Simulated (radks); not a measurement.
Question: Species: Ho II. Configuration: [Xe] 4f11 6s1. Method: Dirac Kohn-Sham, exchange-only B88, spin-unpolarised, spherical densities, point nucleus; open shells are shared between the two j in proportion to 2j + 1; computed with a radial shooting solver on a logarithmic mesh with Libxc functionals.

Spin-orbit splittings of the eigenvalues, e(l+1/2) - e(l-1/2), with zeta = 2 splitting/(2l+1) and mean radii in bohr:

shell  occ.  splitting (eV)  zeta (eV)  <r> j=l-1/2  <r> j=l+1/2
2p        6           857.3      571.5      0.07289      0.08006
3p        6           179.0      119.4       0.2191       0.2327
3d       10               ?          ?       0.2053       0.2095
4p        6           40.19      26.80       0.5285       0.5596
4d       10           7.291      2.916       0.5901       0.6012
4f       11          0.9765     0.2790       0.8426       0.8646
5p        6           5.009      3.339        1.446        1.557

Estimate the 3d splitting.

Answer: 39.12 eV (zeta = 15.65 eV).
